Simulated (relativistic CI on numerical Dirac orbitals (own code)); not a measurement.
## Slater and spin-orbit integrals, Yb²³⁺

Method of calculation: Dirac-Coulomb-Breit CI, separate exchange-only KLI orbitals for each configuration, QED by a radiative potential, unscaled Slater integrals (own radial code, finite nucleus).

Slater integrals F^k, G^k are unscaled and averaged over j, outside the closed core [Ar] 3d10; ζ comes from projecting the Hamiltonian with its Breit term on Σ l·s of the shell.

- 4s²4p⁶4d¹⁰4f: ζ(4f) = 5443.7 cm⁻¹; <r>(4f) = 0.4931, <r^2>(4f) = 0.2797 (bohr units).
- 4s²4p⁶4d⁹4f²: ζ(4d) = 36345, F^2(4f,4f) = 210750, F^4(4f,4f) = 136950, F^6(4f,4f) = 100000, F^2(4d,4f) = 199240, F^4(4d,4f) = 130040, G^1(4d,4f) = 218410, G^3(4d,4f) = 146140, G^5(4d,4f) = 106060, ζ(4f) = 5387 cm⁻¹; <r>(4d) = 0.5, <r^2>(4d) = 0.2861, <r>(4f) = 0.4937, <r^2>(4f) = 0.2804 (bohr units).
- 4s²4p⁶4d¹⁰5p: ζ(5p) = 102500 cm⁻¹; <r>(5p) = 0.9182, <r^2>(5p) = 0.942 (bohr units).

Averages of the first 10 configurations, taken without configuration mixing, which lowers the lowest level and can move excited configurations by several eV; other configurations of the list can lie among them:

```json
{"Configuration": "4s²4p⁶4d¹⁰4f", "Parity": "odd", "States": "14", "Average energy above the lowest level (eV)": "2.0"}
{"Configuration": "4s²4p⁶4d¹⁰5s", "Parity": "even", "States": "2", "Average energy above the lowest level (eV)": "89.1"}
{"Configuration": "4s²4p⁶4d⁹4f²", "Parity": "even", "States": "910", "Average energy above the lowest level (eV)": "188.5"}
{"Configuration": "4s²4p⁶4d¹⁰5p", "Parity": "odd", "States": "6", "Average energy above the lowest level (eV)": "139.5"}
{"Configuration": "4s²4p⁶4d¹⁰5d", "Parity": "even", "States": "10", "Average energy above the lowest level (eV)": "208.9"}
{"Configuration": "4s²4p⁵4d¹⁰4f²", "Parity": "odd", "States": "546", "Average energy above the lowest level (eV)": "373.9"}
{"Configuration": "4s²4p⁶4d⁹5s²", "Parity": "even", "States": "10", "Average energy above the lowest level (eV)": "369.1"}
{"Configuration": "4s²4p⁶4d⁹4f5s", "Parity": "odd", "States": "280", "Average energy above the lowest level (eV)": "274.1"}
{"Configuration": "4s²4p⁶4d¹⁰5f", "Parity": "odd", "States": "14", "Average energy above the lowest level (eV)": "282.0"}
{"Configuration": "4s4p⁶4d¹⁰4f²", "Parity": "even", "States": "182", "Average energy above the lowest level (eV)": "507.4"}
```
